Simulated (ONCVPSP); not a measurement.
# Potentials for B (Z = 5) compared

Generated with ld1.x 7.5 (TM, RRKJ, ultrasoft, PAW), atompaw 4.2 or ONCVPSP 4.0.1. The cutoff is in Ry: for ld1.x and atompaw files where the sum of valence levels is converged to 10 mRy in a Bessel basis, for ONCV files where the hardest occupied wave has 1 mHa per electron of residual kinetic energy. The error is the largest all-electron minus pseudo excitation energy over each file’s own four to seven test configurations (ionisations up to +4, promotions, holes and added fractions of an electron), all of which were solved. The labels leave out finer settings (local radius, basis sizes, second energies), which also bear on the numbers. Spin-polarised tests are not counted. The rows are a selection from randomly drawn settings: files with unsolved tests, undetermined cutoffs or missed reference levels are left out.

| potential | cutoff (Ry) | largest error (meV) | bound ghosts |
| --- | --- | --- | --- |
| ONCV, LDA (Perdew-Wang 92), scalar-relativistic, rc 1.20/3.30/3.60 (spd), local smoothed, core correction no, reference 2s1.75 2p1.25, qcut 6.2/3.7/2.6, projectors 2/2/3 | 26 | +585 | none |
| ONCV, PBE, non-relativistic, rc 1.05/2.40 (sp), local smoothed, core correction yes, reference 2s2 2p1, qcut 4.8/5.9, projectors 2/2 | 24 | +134 | none |
| ONCV, PBE, scalar-relativistic, rc 1.25/3.05 (sp), local smoothed, core correction no, reference 2s2 2p1, qcut 5.5/4.4, projectors 1/2 | 23 | +313 | none |
| ONCV, PBEsol, scalar-relativistic, rc 1.60/3.60 (sp), local s, core correction no, reference 2s2 2p1, qcut 5/3.5, projectors 0/2 | 20 | +623 | none |

Problem. Fill in the row for B: ONCV, PW91, scalar-relativistic, rc 1.35/3.35 (sp), local s, core correction yes, reference 2s2 2p1, qcut 5.1/4.7, projectors 0/2.

Solution. cutoff 23 Ry, largest error +337 meV, bound ghosts: none.

Problem. Fill in the row for B: ONCV, PBE, scalar-relativistic, rc 1.65/2.65/2.55 (spd), local smoothed, core correction yes, reference 2s1 2p2, qcut 4.1/5.4/4.1, projectors 1/2/2.

Solution. cutoff 17 Ry, largest error +321 meV, bound ghosts: none.

Problem. Fill in the row for B: ONCV, PBE, scalar-relativistic, rc 1.25/1.10 (sp), local smoothed, core correction yes, reference 2s2, qcut 4.4/8, projectors 2/2.

Solution. cutoff 37 Ry, largest error +30 meV, bound ghosts: none.
